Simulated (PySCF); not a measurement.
**Simulated absorption spectrum**

Species: C4H10OSi.
SMILES: `CO[SiH2]C1CC1`

Method: PySCF 2.14.0, density-fitted response routines, TDDFT PBE0/def2-SVPD, vertical, gas phase, core orbitals frozen in the response. One conformer (not necessarily the lowest) at the GFN2-xTB geometry, without solvent, vibrations or thermal averaging. Torsions of this conformer, `[CH3:1][O:2][SiH2:3][CH:4]1[CH2:5][CH2:6]1`: C1–O2–Si3–C4 179°, O2–Si3–C4–C5 117°.

Computed states:

```
state  E (eV)       f
   S1    6.93  0.0036
   S2    7.22   0.014
   S3    7.57  0.0074
   S4    7.80   0.040
   S5    7.87   0.019
   S6    7.99  0.0061
```

Each state is given a Gaussian of 0.4 eV full width at half maximum, with ε(max) = 2.175×10⁸ f / Δν̃ (Δν̃ the width in cm⁻¹). The width is an assumption, not a result. The curve ends short of the highest state used, and states not computed would add to its high-energy end.

Question: What does the envelope look like, and where are its maxima?

Answer: 
(E (eV), ε (L mol⁻¹ cm⁻¹)): (6.33, 0), (6.35, 1), (6.37, 1), (6.39, 1), (6.41, 2), (6.43, 3), (6.45, 4), (6.47, 6), (6.49, 8), (6.51, 11), (6.52, 13), (6.54, 17), (6.56, 22), (6.58, 29), (6.60, 36), (6.62, 46), (6.64, 57), (6.66, 70), (6.68, 85), (6.70, 103), (6.72, 122), (6.74, 144), (6.75, 155), (6.77, 180), (6.79, 207), (6.81, 236), (6.83, 268), (6.85, 301), (6.87, 337), (6.89, 375), (6.91, 416), (6.93, 459), (6.95, 504), (6.96, 528), (6.98, 577), (7.00, 628), (7.02, 680), (7.04, 733), (7.06, 785), (7.08, 836), (7.10, 884), (7.12, 929), (7.14, 968), (7.16, 1001), (7.18, 1026), (7.19, 1036), (7.21, 1050), (7.23, 1057), (7.25, 1056), (7.27, 1051), (7.29, 1041), (7.31, 1030), (7.33, 1019), (7.35, 1013), (7.37, 1013), (7.39, 1024)

Maxima: 171 nm (7.24 eV), ε about 1100, made up of S2 (87%) (ε in L mol⁻¹ cm⁻¹; maxima over ε = 5, shares over 10%). At its high-energy end, 7.39 eV, the curve is still rising (ε about 1000, from S2, S3 and S4).

Question: On this curve, what absorbance would a 10⁻³ mol/L sample give at 193 nm over a 1 cm path?

Answer: 193 nm is 6.424 eV, where ε is about 2.7 L mol⁻¹ cm⁻¹, so A = ε c l ≈ 0.0027 (Beer–Lambert, with the gas-phase spectrum and the assumed width).

Question: Coming from long wavelengths, where does ε first pass 100 L mol⁻¹ cm⁻¹?

Answer: At about 185 nm (6.70 eV), 0.24 eV below S1.

Question: Does any computed singlet lie in the visible range?

Answer: No computed singlet lies in the visible range (380 to 750 nm); the lowest, at 179 nm, stands 3.67 eV above its violet end (3.26 eV).

Time: 28 s wall (grids of density and orbitals included); peak memory 0.80 GiB. Hardware: Arm Neoverse V2, one thread, shared host with 96 logical CPUs at a one-minute load of 20.

Without π bonds the low states may be Rydberg-like; a valence basis with one diffuse set may place them up to an eV too high.
